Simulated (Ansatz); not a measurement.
Input file for C₂H₆BClS, SMILES `CC(Cl)BS`:

```yaml
crystal:
  periodic: [false, false, false]
  atoms:
    - {symbol: C, position_ang: [-0.883964, -0.603126, 0.687953]}
    - {symbol: C, position_ang: [0.282443, 0.348772, 0.615310]}
    - {symbol: Cl, position_ang: [1.785405, -0.458915, 1.236214]}
    - {symbol: B, position_ang: [0.816471, 0.848650, -0.780938]}
    - {symbol: S, position_ang: [0.393581, 0.162534, -2.359895]}
    - {symbol: H, position_ang: [-1.084075, -0.903994, 1.717741]}
    - {symbol: H, position_ang: [-0.700479, -1.509167, 0.106768]}
    - {symbol: H, position_ang: [-1.780218, -0.113767, 0.294511]}
    - {symbol: H, position_ang: [0.129369, 1.194189, 1.288958]}
    - {symbol: H, position_ang: [1.585513, 1.759117, -0.822699]}
    - {symbol: H, position_ang: [-0.478747, -0.781392, -1.963222]}
basis:
  gaussian: {orbitals: def2-TZVPP}
correlation: {method: ccsd_t}
```

```sh
$ ansatz run in.yaml --threads 4 --pin off --events-out ev --progress --plain --max-ram 10444MiB
```

The program prints (abridged):

```
Functional definition: HF
1518 factors; integrals over basis functions are off by at most 1.2e-3 eV
mean field evaluation 1: about -26148.1843 eV, gradient 2.8e1 eV
mean field evaluation 2: about -26148.4447 eV, gradient 2.8e1 eV
mean field evaluation 4: about -26151.0195 eV, gradient 3.7e0 eV
mean field evaluation 8: about -26151.0726 eV, gradient 2.9e-1 eV
mean field -26151.07316409 eV, -961.0342129462 hartree, gradient 2.8e-6 eV, S^2 0.000000; 0 other end points of the search recorded, 0 dependent functions left out
13 core orbitals not correlated: weight in the atoms' cores, before any rotation towards them, 1.000 or more for the frozen orbitals, at most 0.000 for the correlated occupied ones
reference -26151.07316409 eV, -961.0342129462 hartree; 15, 15 occupied and 233, 233 virtual orbitals, 1518 factors
second order -22.25498841 eV of doubles, -0.00000000 eV of singles
cycle   1  -23.26296620 eV  change    -1.0e0 eV  update   1.0e-1
cycle   2  -23.82863307 eV  change   -5.7e-1 eV  update   2.9e-2
cycle   3  -23.93667950 eV  change   -1.1e-1 eV  update   1.5e-2
cycle   4  -23.92808596 eV  change    8.6e-3 eV  update   4.6e-3
cycle   5  -23.92664825 eV  change    1.4e-3 eV  update   2.2e-3
cycle   6  -23.92665078 eV  change   -2.5e-6 eV  update   7.7e-4
cycle   7  -23.92650902 eV  change    1.4e-4 eV  update   2.6e-4
cycle   8  -23.92655536 eV  change   -4.6e-5 eV  update   8.7e-5
cycle   9  -23.92657312 eV  change   -1.8e-5 eV  update   2.6e-5
perturbative correction -1.06007958 eV, -0.0389572059 hartree
Total energy: -26176.05981678 eV, -961.9524554960 hartree
```

It took 78 s on 4 threads of an Intel Xeon Platinum 8375C on a shared host, with 6 GiB of host memory at the peak.

Correlation energy per correlated electron: -0.833 eV. T1 diagnostic: 0.0123.
